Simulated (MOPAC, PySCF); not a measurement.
System: CH$_{4}$BO$_{2}$ (charge -1, singlet). SMILES: [CH2-]B(O)O
Geometry: optimised at B3LYP-D3(BJ)/def2-TZVP (Ansatz).

Unscaled harmonic wavenumbers (cm⁻¹) in rising order, each level at the stationary point that it reaches from this structure (no distance between atoms moves by over 0.3 Å); the order of modes can differ between levels, and a negative number is imaginary. B3LYP-D3(BJ)/def2-TZVP (PySCF, at the structure above): 225, 356, 403, 431, 435, 546, 613, 791, 806, 981, 1033, 1252, 1344, 1468, 3052, 3094, 3853, 3854.

AM1 (MOPAC): 354, 393, 399, 438, 471, 566, 651, 872, 969, 1216, 1312, 1398, 1441, 1747, 3249, 3273, 3571, 3572. Zero-point energy 37.0 against 35.1 kcal/mol; where all levels lie over 400 cm⁻¹, the wavenumbers are on average 1.096 times those of B3LYP-D3(BJ)/def2-TZVP.

PM3 (MOPAC): 262, 334, 360, 366, 482, 544, 792, 811, 918, 946, 1083, 1231, 1332, 1597, 3171, 3200, 3923, 3925. Zero-point energy 36.1 against 35.1 kcal/mol; where all levels lie over 400 cm⁻¹, the wavenumbers are on average 1.053 times those of B3LYP-D3(BJ)/def2-TZVP.
